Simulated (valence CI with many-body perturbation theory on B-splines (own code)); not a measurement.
Forbidden lines of Cd40+

Level of theory: configuration interaction combined with many-body perturbation theory (CI+MBPT): six valence electrons over a frozen Dirac-Fock core [He], radial functions for each j: 9 s, 9 p, 8 d, 6 f, 3 g, 1 h, with the one-electron correlation potential Σ1, the two-electron term Σ2, the three-electron term Σ3, Breit, model QED; selected CI, second order for the rest, scaled by the run's own slope (own B-spline code, finite nucleus).

No measured spectrum was set against this ion. As an estimate, large intervals hold to a few tenths of a per cent, small ones and those within an open d or f shell to about a per cent. Among the levels kept, up to 2200 cm⁻¹ of a level comes from second order outside the variational space, and about a tenth of that is noise between levels of different J, which matters for small intervals.

Lines 1 to 50 of 54 in falling wavelength, among levels below 285.45 Ry, chosen from the decays that carry over 1 % of a level's rate. Wavelengths and rates use the calculated energies. Electric multipoles are in the length gauge with retardation, E1 and E2 with the static RPA response of the core. M1 uses the relativistic operator with retardation. S is in atomic units (e²a₀⁴ for E2 and M2, e²a₀⁶ for E3), for M1 in squared Bohr magnetons. Weak lines are less certain than strong ones. Lines between different terms over intervals too small for the method are left out, as are lines whose strength nearly cancels.

Levels are named by their leading jj configuration (3d3/2^4 stands for four electrons in 3d with j = 3/2), which in mixed levels can hold well under half, so a name can repeat and another be missing. Letters in brackets count levels of one name in rising energy.

| λ vac (nm) | Upper | Lower | Type | A (s⁻¹) | S (a.u.) |
| --- | --- | --- | --- | --- | --- |
| 39.00 | (2s^2 2p1/2^2 2p3/2^2) J=0 | (2s^2 2p1/2^2 2p3/2^2) J=2 | E2 | 2.06e+01 | 1.66e-04 |
| 7.534 | (2s^2 2p1/2 2p3/2^3) J=1 | (2s^2 2p1/2^2 2p3/2^2) J=0 | M1 | 1.67e+07 | 7.96e-01 |
| 6.314 | (2s^2 2p1/2 2p3/2^3) J=1 | (2s^2 2p1/2^2 2p3/2^2) J=2 | M1 | 6.36e+07 | 1.78e+00 |
| 5.854 | (2s^2 2p1/2 2p3/2^3) J=2 | (2s^2 2p1/2^2 2p3/2^2) J=2 | M1 | 4.02e+07 | 1.49e+00 |
| 5.546 | (2s^2 2p3/2^4) J=0 | (2s^2 2p1/2 2p3/2^3) J=1 | M1 | 1.87e+08 | 1.18e+00 |
| 0.3830 | (2s^2 2p1/2^2 2p3/2 3d5/2) J=4 | (2s 2p1/2^2 2p3/2^3) J=2 | E2 | 2.85e+08 | 1.89e-06 |
| 0.3562 | (2s^2 2p1/2^2 2p3/2 3p1/2) J=2 | (2s^2 2p1/2^2 2p3/2^2) J=0 | E2 | 2.67e+10 | 6.83e-05 |
| 0.3560 | (2s^2 2p1/2 2p3/2^2 3p1/2) J=1 [a] | (2s^2 2p1/2 2p3/2^3) J=2 | E2 | 1.79e+10 | 2.74e-05 |
| 0.3553 | (2s^2 2p1/2 2p3/2^2 3p1/2) J=2 [a] | (2s^2 2p1/2 2p3/2^3) J=2 | E2 | 2.14e+09 | 5.41e-06 |
| 0.3544 | (2s^2 2p1/2 2p3/2^2 3p1/2) J=1 [a] | (2s^2 2p1/2 2p3/2^3) J=1 | E2 | 1.70e+10 | 2.54e-05 |
| 0.3539 | (2s^2 2p1/2 2p3/2^2 3p1/2) J=3 | (2s^2 2p1/2 2p3/2^3) J=2 | E2 | 9.20e+10 | 3.19e-04 |
| 0.3538 | (2s^2 2p1/2 2p3/2^2 3p1/2) J=2 [a] | (2s^2 2p1/2 2p3/2^3) J=1 | E2 | 7.73e+10 | 1.91e-04 |
| 0.3531 | (2s^2 2p1/2^2 2p3/2 3p1/2) J=1 | (2s^2 2p1/2^2 2p3/2^2) J=2 | E2 | 8.45e+10 | 1.24e-04 |
| 0.3530 | (2s^2 2p1/2^2 2p3/2 3p1/2) J=2 | (2s^2 2p1/2^2 2p3/2^2) J=2 | E2 | 1.09e+11 | 2.65e-04 |
| 0.3524 | (2s^2 2p1/2 2p3/2^2 3p1/2) J=3 | (2s^2 2p1/2 2p3/2^3) J=1 | E2 | 1.52e+10 | 5.16e-05 |
| 0.3520 | (2s^2 2p1/2 2p3/2^2 3p1/2) J=2 [b] | (2s^2 2p1/2 2p3/2^3) J=2 | E2 | 4.80e+10 | 1.16e-04 |
| 0.3516 | (2s^2 2p1/2 2p3/2^2 3p1/2) J=1 [b] | (2s^2 2p1/2 2p3/2^3) J=2 | E2 | 4.96e+10 | 7.14e-05 |
| 0.3503 | (2s^2 2p1/2 2p3/2^2 3p3/2) J=3 [a] | (2s^2 2p1/2 2p3/2^3) J=2 | E2 | 1.06e+10 | 3.50e-05 |
| 0.3503 | (2s^2 2p1/2 2p3/2^2 3p3/2) J=0 | (2s^2 2p1/2 2p3/2^3) J=2 | E2 | 6.03e+10 | 2.84e-05 |
| 0.3502 | (2s^2 2p1/2 2p3/2^2 3p3/2) J=2 [a] | (2s^2 2p1/2 2p3/2^3) J=2 | E2 | 7.50e+09 | 1.76e-05 |
| 0.3500 | (2s^2 2p1/2 2p3/2^2 3p1/2) J=1 [b] | (2s^2 2p1/2 2p3/2^3) J=1 | E2 | 5.45e+10 | 7.68e-05 |
| 0.3491 | (2s^2 2p1/2^2 2p3/2 3p3/2) J=2 | (2s^2 2p1/2^2 2p3/2^2) J=0 | E2 | 3.60e+10 | 8.33e-05 |
| 0.3488 | (2s^2 2p1/2 2p3/2^2 3p3/2) J=3 [a] | (2s^2 2p1/2 2p3/2^3) J=1 | E2 | 1.69e+10 | 5.46e-05 |
| 0.3487 | (2s^2 2p1/2 2p3/2^2 3p1/2) J=0 | (2s^2 2p1/2 2p3/2^3) J=2 | E2 | 4.25e+10 | 1.95e-05 |
| 0.3487 | (2s^2 2p1/2 2p3/2^2 3p3/2) J=2 [a] | (2s^2 2p1/2 2p3/2^3) J=1 | E2 | 3.53e+10 | 8.11e-05 |
| 0.3485 | (2s^2 2p1/2 2p3/2^2 3p3/2) J=3 [b] | (2s^2 2p1/2 2p3/2^3) J=2 | E2 | 2.80e+10 | 8.99e-05 |
| 0.3484 | (2s^2 2p1/2 2p3/2^2 3p3/2) J=4 | (2s^2 2p1/2 2p3/2^3) J=2 | E2 | 2.69e+10 | 1.11e-04 |
| 0.3475 | (2s^2 2p1/2^2 2p3/2 3p3/2) J=3 | (2s^2 2p1/2^2 2p3/2^2) J=2 | E2 | 5.73e+10 | 1.81e-04 |
| 0.3475 | (2s^2 2p1/2^2 2p3/2 3p3/2) J=1 | (2s^2 2p1/2^2 2p3/2^2) J=2 | E2 | 6.53e+10 | 8.86e-05 |
| 0.3474 | (2s^2 2p1/2 2p3/2^2 3p3/2) J=1 [a] | (2s^2 2p1/2 2p3/2^3) J=1 | E2 | 1.76e+10 | 2.38e-05 |
| 0.3470 | (2s^2 2p1/2 2p3/2^2 3p3/2) J=1 [b] | (2s^2 2p1/2 2p3/2^3) J=2 | E2 | 5.97e+10 | 8.05e-05 |
| 0.3470 | (2s^2 2p1/2 2p3/2^2 3p3/2) J=3 [b] | (2s^2 2p1/2 2p3/2^3) J=1 | E2 | 1.26e+10 | 3.98e-05 |
| 0.3461 | (2s^2 2p1/2 2p3/2^2 3p3/2) J=2 [b] | (2s^2 2p1/2 2p3/2^3) J=2 | E2 | 8.42e+10 | 1.87e-04 |
| 0.3460 | (2s^2 2p1/2^2 2p3/2 3p3/2) J=2 | (2s^2 2p1/2^2 2p3/2^2) J=2 | E2 | 1.65e+09 | 3.66e-06 |
| 0.3455 | (2s^2 2p1/2 2p3/2^2 3p3/2) J=1 [b] | (2s^2 2p1/2 2p3/2^3) J=1 | E2 | 3.43e+10 | 4.52e-05 |
| 0.3446 | (2s^2 2p1/2^2 2p3/2 3p3/2) J=0 | (2s^2 2p1/2^2 2p3/2^2) J=2 | E2 | 1.79e+11 | 7.79e-05 |
| 0.3446 | (2s^2 2p1/2 2p3/2^2 3p3/2) J=2 [b] | (2s^2 2p1/2 2p3/2^3) J=1 | E2 | 2.74e+10 | 5.95e-05 |
| 0.3417 | (2s^2 2p1/2 2p3/2^2 3d5/2) J=4 [a] | (2s^2 2p1/2 2p3/2^3) J=2 | M2 | 2.87e+08 | 1.08e-06 |
| 0.3400 | (2s^2 2p1/2 2p3/2^2 3d5/2) J=4 [b] | (2s^2 2p1/2 2p3/2^3) J=2 | M2 | 2.65e+09 | 9.68e-06 |
| 0.3391 | (2s^2 2p1/2^2 2p3/2 3d5/2) J=4 | (2s^2 2p1/2^2 2p3/2^2) J=2 | M2 | 1.75e+09 | 6.29e-06 |
| 0.3306 | (2s^2 2p1/2 2p3/2^2 3p3/2) J=3 [a] | (2s^2 2p1/2^2 2p3/2^2) J=2 | E2 | 2.95e+10 | 7.28e-05 |
| 0.3305 | (2s^2 2p1/2 2p3/2^2 3p3/2) J=0 | (2s^2 2p1/2^2 2p3/2^2) J=2 | E2 | 4.49e+10 | 1.58e-05 |
| 0.3304 | (2s^2 2p1/2 2p3/2^2 3p3/2) J=2 [a] | (2s^2 2p1/2^2 2p3/2^2) J=2 | E2 | 2.91e+10 | 5.12e-05 |
| 0.3295 | (2s^2 2p1/2 2p3/2^2 3p3/2) J=2 [b] | (2s^2 2p1/2^2 2p3/2^2) J=0 | E2 | 1.60e+10 | 2.78e-05 |
| 0.3293 | (2s^2 2p1/2 2p3/2^2 3p3/2) J=1 [a] | (2s^2 2p1/2^2 2p3/2^2) J=2 | E2 | 4.48e+10 | 4.64e-05 |
| 0.3291 | (2s^2 2p1/2 2p3/2^2 3p1/2) J=0 | (2s^2 2p1/2^2 2p3/2^2) J=2 | E2 | 9.67e+09 | 3.33e-06 |
| 0.3289 | (2s^2 2p1/2 2p3/2^2 3p3/2) J=3 [b] | (2s^2 2p1/2^2 2p3/2^2) J=2 | E2 | 4.21e+10 | 1.01e-04 |
| 0.3288 | (2s^2 2p1/2 2p3/2^2 3p3/2) J=4 | (2s^2 2p1/2^2 2p3/2^2) J=2 | E2 | 7.68e+10 | 2.37e-04 |
| 0.3286 | (2s^2 2p1/2 2p3/2^2 3p3/2) J=2 [c] | (2s^2 2p1/2^2 2p3/2^2) J=0 | E2 | 5.48e+10 | 9.37e-05 |
| 0.3276 | (2s^2 2p1/2 2p3/2^2 3p3/2) J=1 [b] | (2s^2 2p1/2^2 2p3/2^2) J=2 | E2 | 1.77e+10 | 1.79e-05 |
